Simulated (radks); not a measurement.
The numbers below are computed, except where a source is named.
Excited configurations of the ruthenium ion Ru+: one electron is placed in a higher orbital outside [Kr] 4d6. The ground configuration is [Kr] 4d7. Code: a radial shooting solver on a logarithmic mesh with Libxc functionals. Model: Dirac Kohn-Sham, PBEsol, spin-unpolarised, spherical densities, finite nucleus; open shells fill j = l - 1/2 first; Fermi nuclear charge, rms radius 4.4809 fm. Excitation = E - E(ground); binding = E(ion) - E, where the ion is the core of charge +2; n* = 2/sqrt(2 binding) in atomic units, and the quantum defect is n - n*.

[
 {"outer orbital": "4f5/2", "excitation (eV)": "14.487", "binding (eV)": "3.498", "n*": "3.944", "quantum defect": "0.056", "eigenvalue (eV)": "-2.473", "<r> (bohr)": "8.635"},
 {"outer orbital": "5p1/2", "excitation (eV)": "7.353", "binding (eV)": "10.632", "n*": "2.262", "quantum defect": "2.738", "eigenvalue (eV)": "-7.808", "<r> (bohr)": "3.605"},
 {"outer orbital": "5f5/2", "excitation (eV)": "15.619", "binding (eV)": "2.367", "n*": "4.795", "quantum defect": "0.205", "eigenvalue (eV)": "-1.781", "<r> (bohr)": "14.69"},
 {"outer orbital": "6p1/2", "excitation (eV)": "12.851", "binding (eV)": "5.135", "n*": "3.255", "quantum defect": "2.745", "eigenvalue (eV)": "-3.998", "<r> (bohr)": "7.798"},
 {"outer orbital": "6d3/2", "excitation (eV)": "14.669", "binding (eV)": "3.317", "n*": "4.051", "quantum defect": "1.949", "eigenvalue (eV)": "-2.538", "<r> (bohr)": "11.34"},
 {"outer orbital": "7p1/2", "excitation (eV)": "14.911", "binding (eV)": "3.075", "n*": "4.207", "quantum defect": "2.793", "eigenvalue (eV)": "-2.447", "<r> (bohr)": "13.31"},
 {"outer orbital": "7d3/2", "excitation (eV)": "15.784", "binding (eV)": "2.201", "n*": "4.972", "quantum defect": "2.028", "eigenvalue (eV)": "-1.741", "<r> (bohr)": "17.93"}
]

The Delta-SCF ionisation energy is 17.986 eV (NIST Atomic Spectra Database: 16.8 eV, semi-empirical). Self-interaction in the functional shifts the binding energies and quantum defects, so they are the method's values and not measured ones. Spin polarisation and multiplet splitting are left out, so open shells lie too high by an amount that depends on their filling.

Beside tabulated values, note that spin-unpolarised runs miss the spin-polarisation part of the exchange energy of open shells.
